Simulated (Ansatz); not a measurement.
ClI, charge +1, doublet, geometry from GFN2-xTB (a state made from the parent by changing its charge; the spin is typed, not shown lowest) (all electrons, no relativity). Base run: B3LYP/6-311G** (Ansatz, a quantum-chemistry and plane-wave program).

Input for Ansatz:
Ansatz 0.2 input:
```yaml
crystal:
  periodic: [false, false, false]
  atoms:
    - {symbol: Cl, position_ang: [-0.00000000, -0.00000000, -1.69095804]}
    - {symbol: I, position_ang: [0.00000000, 0.00000000, 0.54238277]}
basis:
  gaussian:
    orbitals: 6-311G__.json
hamiltonian:
  xc: b3lyp
total_charge: 1
magnetization: {spin_polarized: true, initial_magnetization: 1}
```
The basis file holds 6-311G** in the JSON format of the Basis Set Exchange.

The base run was repeated with changes; each row names its change, and settings that it needs were set with it.

| change | ΔE vs base (kcal/mol) |
|---|---|
| base | 0.000 |
| final_grid = 4, 8, 17 | -0.019 |
| lower_state_search = light | 0.000 |
| point_charge = charge:1.0 position_ang:-3.6762, -0.6711, 1.1525 | 77.3 |
| lower_state_search = full | 0.000 |
| final_grid = 14, 28, 59 | 0.000 |
| point_charge = charge:-1.0 position_ang:1.6802, 2.4167, -3.4524 | -77.8 |
| final_grid = 6, 12, 29 | 0.001 |
| forces = on | 0.000 |
| nuclear_model = gaussian | 57.53 |
